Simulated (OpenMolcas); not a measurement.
**Cr3+: moving the ligands**

Cr3+ with 4 ligands (chloride) in tetrahedral coordination (Td) at 2.25 Å. A charge of +0.25 e stands 3.2 Å behind each ligand. Ligand basis ANO-RCC-VDZP.

```json
{
  "Program": "OpenMolcas 26.06",
  "Method": "SS-CASPT2, IPEA 0.25 Eh, imaginary shift 0.1 Eh (closed shells correlated: 3s 3p and the ligand valence shells)",
  "Basis": "ANO-RCC-VTZP [6s5p3d2f1g]",
  "Scalar Hamiltonian": "DKH2, point nucleus",
  "Active space": "3 electrons in 5 orbitals (3d)",
  "State averaging": "2S+1 = 4 even, 10 roots; 2S+1 = 2 even, 40 roots",
  "Spin-orbit coupling": "RASSI with atomic mean-field integrals over the reference wave functions"
}
```

Runs around this geometry, states (labels of Td). Energies in cm-1 above the lowest state or level, χT in cm3 K/mol; under a threefold ground state the first gap can be a small split of the lowest multiplet, not the spin-orbit step.

```csv
R (Å),Ground state,First state of that spin,First gap with spin-orbit (degeneracies),χT at 300 K,First state of another spin
2.22,4T1,4T2 5360,"27 (4, 2)",1.485,2E 6980
2.25,4T1,4T2 4940,"28 (4, 2)",1.471,2E 7420
2.35,4T1,4T2 4380,"30 (4, 2)",1.437,2E 8430
```

Taking the first state of the same spin as R^-n, n = -ln(4380 / 5360) / ln(2.35 / 2.22) = 3.5 between the shortest and longest distance.

Roots that are degenerate in the reference are averaged as groups; the widest CASPT2 spread within a group is 700 cm-1 (the 3-fold group of multiplicity 4 near 4380 cm-1 above the lowest state of its run, R = 2.35). Shifts and gaps below about the spread of the groups concerned are not significant. Over all roots computed the reference weight is 0.70 to 0.73 in R = 2.22, 0.70 to 0.73 in R = 2.25, 0.70 to 0.73 in R = 2.35; a low but even weight reflects the number of correlated electrons. An orbital triplet at a regular site is open to Jahn-Teller coupling, which can distort the site and quench the lowest spin-orbit gaps and is left out. Ligand-to-metal charge-transfer states are missing. These CASPT2 states fit no ligand-field parameters well, so their order and spin gaps are uncertain. With no ligand orbital active B as a rule stays too high, so bands that hang on it stand too high and its fall with covalency is understated. With one d shell and no ligand orbital active, 10Dq can be off by a tenth or more. No measured value stands beside these numbers; the geometry is a model, was not optimised and need not be the one that this ion takes.
